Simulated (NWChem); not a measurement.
System: TiH₃I; SMILES [TiH3][I]

NWChem printed, in part:

```
             Northwest Computational Chemistry Package (NWChem) 7.3.0
             --------------------------------------------------------

                             Geometry "geometry" -> ""
                             -------------------------

 Output coordinates in angstroms (scale by  1.889725989 to convert to a.u.)

  No.       Tag          Charge          X              Y              Z
 ---- ---------------- ---------- -------------- -------------- --------------
    1 Ti                  22.0000     0.00000000     0.00000000    -1.70990500
    2 I                   53.0000     0.00000000     0.00000000     0.82231600
    3 H                    1.0000     0.28401800     1.56115800    -2.25706000
    4 H                    1.0000     1.20999400    -1.02654600    -2.25706000
    5 H                    1.0000    -1.49401100    -0.53461200    -2.25706000

 Effective nuclear repulsion energy (a.u.)     289.3419166950

                                 NWChem DFT Module
                                 -----------------

 Summary of "ao basis" -> "ao basis" (spherical)
 ------------------------------------------------------------------------------
       Tag                 Description            Shells   Functions and Types
 ---------------- ------------------------------  ------  ---------------------
 Ti                         def2-svp                11       31   5s3p2d1f
 I                          def2-svp                10       26   4s4p2d
 H                          def2-svp                 3        5   2s1p

            General Information
            -------------------
          SCF calculation type: DFT
          Wavefunction type:  closed shell.
          No. of atoms     :     5
          No. of electrons :    50
           Alpha electrons :    25
            Beta electrons :    25
          Charge           :     0
          Spin multiplicity:     1
          Use of symmetry is: off; symmetry adaption is: off
          Maximum number of iterations: 150
          AO basis - number of functions:    72
                     number of shells:    30
          Convergence on energy requested:  1.00D-06
          Convergence on density requested:  1.00D-05
          Convergence on gradient requested:  5.00D-04

              XC Information
              --------------
                     Hartree-Fock (Exact) Exchange  1.000
                   CAM-Becke88 Exchange Functional  1.000
                      VWN V Correlation Functional  0.190 local
              Lee-Yang-Parr Correlation Functional  0.810

           Range-Separation Parameters
           ---------------------------
           Alpha           :  0.19
           Beta            :  0.46
           Gamma           :  0.33
           Short-Range HF  :     F

[...]

                                NWChem TDDFT Module
                                -------------------

            General Information
            -------------------
           No. of orbitals :     144
            Alpha orbitals :      72
             Beta orbitals :      72
        Alpha frozen cores :       0
         Beta frozen cores :       0
     Alpha frozen virtuals :       0
      Beta frozen virtuals :       0
         Spin multiplicity :       1
    Number of AO functions :      72
        Use of symmetry is : off
      Symmetry adaption is : off
         Schwarz screening :  0.10D-07

              XC Information
              --------------
              Hartree-Fock (Exact) Exchange   1.00
            CAM-Becke88 Exchange Functional   1.00
               VWN V Correlation Functional   0.19 local
       Lee-Yang-Parr Correlation Functional   0.81
           Alpha           :  0.19
           Beta            :  0.46
           Gamma           :  0.33

             TDDFT Information
             -----------------
          Calculation type : TDDFT
         Wavefunction type : Restricted singlets
          No. of electrons :      50
           Alpha electrons :      25
            Beta electrons :      25
              No. of roots :       8
          Max subspacesize :    5600
            Max iterations :     100
               Target root :       1
           Target symmetry : none
      Symmetry restriction : off
                 Algorithm : Optimal
        Davidson threshold :  0.10D-03

    8 smallest eigenvalue differences (eV)
--------------------------------------------------------
  No. Spin  Occ  Vir  Irrep   E(Occ)    E(Vir)   E(Diff)
--------------------------------------------------------
    1    1   25   26 a        -0.349    -0.071     7.560
    2    1   24   26 a        -0.349    -0.071     7.560
    3    1   25   27 a        -0.349    -0.071     7.560
    4    1   24   27 a        -0.349    -0.071     7.560
    5    1   25   28 a        -0.349    -0.066     7.693
    6    1   24   28 a        -0.349    -0.066     7.693
    7    1   25   29 a        -0.349    -0.045     8.269
    8    1   24   29 a        -0.349    -0.045     8.269
--------------------------------------------------------

  Entering Davidson iterations
  Restricted singlet excited states

  Iter   NTrls   NConv    DeltaV     DeltaE      Time
  ----  ------  ------  ---------  ---------  ---------
    1      8       0     0.29E+00   0.10+100        5.1
    2     24       0     0.43E-01   0.47E-01        6.8
    3     40       0     0.75E-01   0.27E-01        6.8
    4     56       0     0.68E-01   0.14E-01        7.1
    5     72       0     0.50E-01   0.62E-02        7.0
    6     88       0     0.25E-01   0.24E-02        7.1
    7    104       1     0.94E-02   0.25E-03        7.0
    8    118       3     0.23E-02   0.36E-04        6.6
    9    128       4     0.29E-03   0.13E-05        5.9
   10    136       8     0.57E-04   0.20E-07        5.6
  ----  ------  ------  ---------  ---------  ---------
  Convergence criterion met

  Ground state a       -1148.837863743798 a.u.

[...]
```

Level: CAM-B3LYP/def2-SVP with def2 effective core potentials on I, full TDDFT. Geometry: optimised at PBE0/def2-SVP. def2 effective core potentials on I; no spin-orbit coupling.

Which NWChem input produces such a log?

Several could match; the one computed here: the input that was run:
```
start job
memory heap 200 mb stack 900 mb global 1100 mb
geometry units angstroms noautosym nocenter noautoz
  Ti     0.000000     0.000000    -1.709905
  I      0.000000     0.000000     0.822316
  H      0.284018     1.561158    -2.257060
  H      1.209994    -1.026546    -2.257060
  H     -1.494011    -0.534612    -2.257060
end
basis spherical
  Ti library def2-svp
  I library def2-svp
  H library def2-svp
end
ecp
  I library def2-ecp
end
dft
  xc xcamb88 1.00 lyp 0.81 vwn_5 0.19 hfexch 1.00
  cam 0.33 cam_alpha 0.19 cam_beta 0.46
  iterations 150
end
tddft
  nroots 8
  notriplet
end
task tddft energy
```
